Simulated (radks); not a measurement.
All-electron atom: Si2+ in [Ne] 3s2.

Method: non-relativistic Kohn-Sham, r2SCAN, spin-polarised, spherical densities, point nucleus; meta-GGA in the generalised Kohn-Sham scheme; computed with a radial shooting solver on a logarithmic mesh with Libxc functionals.

Energy parts (eV):
total: -7848.819
kinetic: 7838.321
electron-nucleus: -18457.646
Hartree: 3320.414
exchange-correlation: -549.908

Orbitals (lengths in bohr, moments of r in powers of bohr):
orbital,occ.,eigenvalue (eV),<1/r>,<r^4>
1s,2,-1814.358,13.57,0.0007295
2s,2,-164.1661,2.582,0.2709
2p,6,-119.0599,2.463,0.2896
3s,2,-28.6587,0.6851,30.70

The highest occupied level is 3s at -28.659 eV. The density falls to 0.001 e/bohr^3 at r = 3.44 bohr. Virial ratio -V/T = 2.00134. For comparison, the ionisation energy in NIST's Atomic Spectra Database is 33.493 eV (measured). In exact Kohn-Sham theory the highest level is minus the ionisation energy, but local and semilocal functionals leave it too shallow, through self-interaction and a potential that decays too fast; potentials with the right tail come closer.
